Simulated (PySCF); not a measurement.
Ti (titanium, neutral): UHF calculation

Configuration: [Ar] 3d4, high-spin 5D determinant (an excited configuration). Calculation: PySCF 2.14, in aug-cc-pVQZ-DK (9s8p6d4f3g2h, 140 functions); scalar relativity by spin-free X2C-1e.

* Total energy: -852.580613 hartree
* One-electron energy: -1173.2330 hartree
* Hartree (Coulomb) energy: 362.2445 hartree
* Exchange energy: -41.5922 hartree
* ⟨S²⟩: 6.0019
* ⟨L²⟩: 6.136
* Sum of ⟨r⟩: 19.72 bohr
* Sum of ⟨r²⟩: 38.16 bohr²
* Traceless quadrupole moment −½Σ⟨3z² − r²⟩ along its main axis: -2.51 e·bohr²
* Langevin diamagnetic susceptibility: -30.2 ×10⁻⁶ cm³/mol

| shell | electrons | mean orbital energy (hartree) | spread (hartree) | rms radius, mean of both spins (bohr) |
| --- | --- | --- | --- | --- |
| 1s β | 1 | -184.17916 | 0 | 0.0804 |
| 1s α | 1 | -184.17646 | 0 | 0.0804 |
| 2s α | 1 | -21.41143 | 0 | 0.350 |
| 2s β | 1 | -21.37514 | 0 | 0.350 |
| 2p α | 3 | -17.58592 | 0.00162 | 0.320 |
| 2p β | 3 | -17.54924 | 0.01045 | 0.320 |
| 3s α | 1 | -2.73726 | 0 | 1.10 |
| 3s β | 1 | -2.56905 | 0 | 1.10 |
| 3p α | 3 | -1.67822 | 0.02238 | 1.21 |
| 3p β | 3 | -1.46028 | 0.03703 | 1.21 |
| 3d α | 4 | -0.16472 | 0.07090 | 2.56 |

Densities and radii are taken from the X2C orbitals without a picture-change correction, which distorts them close to the nucleus.

Spin-orbit constants ζ (cm⁻¹) from the X2C one-electron operator on these orbitals: bare nucleus, nucleus screened by l(l+1)(2l+1)/3 electrons, and screened by the Breit-Pauli mean field of the electrons.

| shell | bare | screened nucleus | mean field |
| --- | --- | --- | --- |
| 2p | 33300 | 30270 | n/a |
| 3p | 3438 | 3125 | n/a |
| 3d | 180.0 | 98.16 | n/a |

To first order the Landé constant is A = 24.54 cm⁻¹, so the lowest level has J = 0 and lies 0.0183 eV below the centre of the term. This holds in LS coupling only.
